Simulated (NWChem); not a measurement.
CH$_{3}$Si cation, singlet

```xyz
5

C      0.0000     0.0000     1.0733
Si     0.0000     0.0000    -0.7501
H     -0.5142    -0.9068     1.4822
H     -0.5282     0.8987     1.4822
H      1.0424     0.0081     1.4822
```
Atoms are numbered in this order, from 1.

Low-valent species are run as closed-shell singlets; no triplet was tried in these runs. All runs use the structure optimised with PBE-D3(BJ)/def2-SVP.

Question: List the 4 lowest vertical singlet excitations from BHandHLYP/def2-SVPD, full TDDFT (NWChem).

Answer: 
```json
[
 {"state": "S1", "energy (eV)": "3.69", "oscillator strength": "0.026", "leading excitation (squared amplitude)": "HOMO → LUMO+1 (0.96)"},
 {"state": "S2", "energy (eV)": "3.69", "oscillator strength": "0.026", "leading excitation (squared amplitude)": "HOMO → LUMO (0.96)"},
 {"state": "S3", "energy (eV)": "7.51", "oscillator strength": "0.000", "leading excitation (squared amplitude)": "HOMO−1 → LUMO (0.35)"},
 {"state": "S4", "energy (eV)": "7.61", "oscillator strength": "0.001", "leading excitation (squared amplitude)": "HOMO−2 → LUMO (0.49)"}
]
```
